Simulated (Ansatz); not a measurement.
Correlation energies of CH₁₀N₂Si₂ (`N[SiH2]C[SiH2]N`) by basis set

```xyz
15

N    -1.675   -2.045   -1.373
Si   -0.946   -0.488   -1.246
C     0.179   -0.428    0.240
Si    0.604    1.303    0.789
N     1.998    1.277    1.803
H    -1.091   -2.864   -1.431
H    -2.492   -2.154   -1.954
H    -2.070    0.481   -1.124
H    -0.134   -0.074   -2.430
H     1.111   -0.955    0.005
H    -0.309   -0.956    1.067
H     0.953    2.176   -0.365
H    -0.623    1.878    1.421
H     2.500    2.136    1.962
H     1.996    0.712    2.637
```

Total charge 0; spin multiplicity 1. The structure was optimised at the PBE0-D4/def2-TZVP level. It is one conformer, not always the lowest. Frozen core, restricted reference, Ansatz 0.2.0. CBS rows extrapolate triple and quadruple zeta; past MP2 they add the triple-zeta difference.

```json
{"basis": "def2-TZVPP", "HF (Eh)": "-730.61709", "MP2 corr.": "-0.86116", "CCSD corr.": "-0.92040", "(T)": "-0.03413", "CCSD(T) total": "-731.57162"}
{"basis": "def2-QZVPP", "HF (Eh)": "-730.64337", "MP2 corr.": "-0.92215", "CCSD corr.": "–", "(T)": "–", "CCSD(T) total": "–"}
{"basis": "CBS(def2)", "HF (Eh)": "-730.64699", "MP2 corr.": "-0.96732", "CCSD corr.": "-1.02656", "(T)": "as TZ", "CCSD(T) total": "-731.70768"}
```
